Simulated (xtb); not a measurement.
hydrogen isocyanide (CHN), singlet, from a rough starting geometry; GFN2-xTB run with xtb.

Here is a job for xtb.
```
$ xtb mol.xyz --gfn 2 --opt vtight --json

# file mol.xyz
3

C      1.09489003     0.23839158    -0.01355609
N     -0.07451515    -0.01076717     0.04142383
H     -0.99650496    -0.20369259    -0.04005054
```

### Question
Write the output that xtb gives for this input, abridged.

### Answer

```
   ID    Z sym.   atoms
    1    6 C      1
    2    7 N      2
    3    1 H      3

           -------------------------------------------------
          |                Calculation Setup                |
           -------------------------------------------------

           -------------------------------------------------
          |                 G F N 2 - x T B                 |
           -------------------------------------------------

          ...................................................
          :                      SETUP                      :
          :.................................................:
          :  # basis functions                   9          :
          :  # atomic orbitals                   9          :
          :  # shells                            5          :
          :  # electrons                        10          :
          :  max. iterations                   250          :
          :  Hamiltonian                  GFN2-xTB          :
          :  restarted?                      false          :
          :  GBSA solvation                  false          :
          :  PC potential                    false          :
          :  electronic temp.          300.0000000     K    :
          :  accuracy                    1.0000000          :
          :  -> integral cutoff          0.2500000E+02      :
          :  -> integral neglect         0.1000000E-07      :
          :  -> SCF convergence          0.1000000E-05 Eh   :
          :  -> wf. convergence          0.1000000E-03 e    :
          :  Broyden damping             0.4000000          :
          :  net charge                          0          :
          :  unpaired electrons                  0          :
          ...................................................

 iter      E             dE          RMSdq      gap      omega  full diag
   1     -5.4211378 -0.542114E+01  0.116E+01    5.80       0.0  T
   2     -5.4267635 -0.562568E-02  0.103E+01    4.83       1.0  T
   3     -5.5684378 -0.141674E+00  0.523E+00    5.19       1.0  T
   4     -5.5493147  0.191231E-01  0.258E+00    5.49       1.0  T
   5     -5.5689127 -0.195981E-01  0.771E-01    5.39       1.0  T
   6     -5.5682665  0.646198E-03  0.744E-01    5.49       1.0  T
   7     -5.5699175 -0.165094E-02  0.927E-02    5.46       1.0  T
   8     -5.5699399 -0.224084E-04  0.160E-02    5.46       3.6  T
   9     -5.5699406 -0.682684E-06  0.402E-03    5.46      14.4  T
  10     -5.5699406 -0.428550E-07  0.318E-04    5.46     181.4  T
  11     -5.5699406 -0.762155E-10  0.267E-04    5.46     216.1  T

   *** convergence criteria satisfied after 11 iterations ***

         :::::::::::::::::::::::::::::::::::::::::::::::::::::
         ::                     SUMMARY                     ::
         :::::::::::::::::::::::::::::::::::::::::::::::::::::
         :: total energy              -5.466685411285 Eh    ::
         :: gradient norm              0.154701738288 Eh/a0 ::
         :: HOMO-LUMO gap              5.462912210906 eV    ::
         ::.................................................::
         :: SCC energy                -5.569940622427 Eh    ::
         :: -> isotropic ES           -0.007378840339 Eh    ::
         :: -> anisotropic ES         -0.002677964564 Eh    ::
         :: -> anisotropic XC          0.017436822874 Eh    ::
         :: -> dispersion             -0.000499518298 Eh    ::
         :: repulsion energy           0.103255211142 Eh    ::
         :: add. restraining           0.000000000000 Eh    ::
         :: total charge              -0.000000000000 e     ::
         :::::::::::::::::::::::::::::::::::::::::::::::::::::

      -----------------------------------------------------------
     |                   =====================                   |
     |                        A N C O P T                        |
     |                   =====================                   |
[...]
 * total energy  :    -5.4666854 Eh     change       -0.2156098E-09 Eh
 * total energy  :    -5.4717759 Eh     change       -0.5090516E-02 Eh
 * total energy  :    -5.4719142 Eh     change       -0.1382280E-03 Eh
 * total energy  :    -5.4719660 Eh     change       -0.5183193E-04 Eh
 * total energy  :    -5.4720417 Eh     change       -0.7574814E-04 Eh
 * total energy  :    -5.4721110 Eh     change       -0.6926164E-04 Eh
 * total energy  :    -5.4721519 Eh     change       -0.4093751E-04 Eh
 * total energy  :    -5.4721598 Eh     change       -0.7860160E-05 Eh
 * total energy  :    -5.4721599 Eh     change       -0.7656986E-07 Eh
   *** GEOMETRY OPTIMIZATION CONVERGED AFTER 9 ITERATIONS ***
[...]
         ::                     SUMMARY                     ::
         :::::::::::::::::::::::::::::::::::::::::::::::::::::
         :: total energy              -5.472159871157 Eh    ::
         :: gradient norm              0.000180516601 Eh/a0 ::
         :: HOMO-LUMO gap              5.799209458313 eV    ::
         ::.................................................::
         :: SCC energy                -5.585794687391 Eh    ::
         :: -> isotropic ES           -0.006408089920 Eh    ::
         :: -> anisotropic ES         -0.002847037182 Eh    ::
         :: -> anisotropic XC          0.017784681229 Eh    ::
         :: -> dispersion             -0.000501742357 Eh    ::
         :: repulsion energy           0.113634816234 Eh    ::
         :: add. restraining           0.000000000000 Eh    ::
         :: total charge               0.000000000000 e     ::
         :::::::::::::::::::::::::::::::::::::::::::::::::::::

           -------------------------------------------------
          |                Property Printout                |
           -------------------------------------------------

    * Orbital Energies and Occupations

         #    Occupation            Energy/Eh            Energy/eV
      -------------------------------------------------------------
         1        2.0000           -0.6643887             -18.0789
         2        2.0000           -0.5886238             -16.0173
         3        2.0000           -0.5000085             -13.6059
         4        2.0000           -0.5000085             -13.6059
         5        2.0000           -0.4364318             -11.8759 (HOMO)
         6                         -0.2233147              -6.0767 (LUMO)
         7                         -0.2233147              -6.0767
         8                          0.0530345               1.4431
         9                          1.0153958              27.6303
      -------------------------------------------------------------
                  HL-Gap            0.2131170 Eh            5.7992 eV
             Fermi-level           -0.3298733 Eh           -8.9763 eV

     #   Z          covCN         q      C6AA      α(0)
     1   6 C        0.910    -0.105    38.743    10.417
     2   7 N        1.771    -0.078    23.462     7.172
     3   1 H        0.861     0.183     1.199     1.715

 Mol. C6AA /au·bohr⁶  :        147.450126
 Mol. C8AA /au·bohr⁸  :       3592.041145
 Mol. α(0) /au        :         19.304446

Wiberg/Mayer (AO) data.
largest (>0.10) Wiberg bond orders for each atom

 ---------------------------------------------------------------------------
     #   Z sym  total        # sym  WBO       # sym  WBO       # sym  WBO
 ---------------------------------------------------------------------------
     1   6 C    2.779 --     2 N    2.726
     2   7 N    3.641 --     1 C    2.726     3 H    0.914
     3   1 H    0.967 --     2 N    0.914
 ---------------------------------------------------------------------------

Topologies differ in total number of bonds
Writing topology from bond orders to xtbtopo.mol

molecular dipole:
                 x           y           z       tot (Debye)
 q only:       -0.561      -0.119      -0.006
   full:       -1.046      -0.221      -0.012       2.718
molecular quadrupole (traceless):
                xx          xy          yy          xz          yz          zz
 q only:        0.230       0.064      -0.110       0.010       0.002      -0.121
  q+dip:        0.462       0.130      -0.219       0.020       0.004      -0.243
   full:       -1.164      -0.397       0.538      -0.007      -0.002       0.626

optimized geometry written to: xtbopt.xyz

           -------------------------------------------------
          | TOTAL ENERGY               -5.472159871157 Eh   |
          | GRADIENT NORM               0.000180516601 Eh/α |
          | HOMO-LUMO GAP               5.799209458313 eV   |
           -------------------------------------------------
```
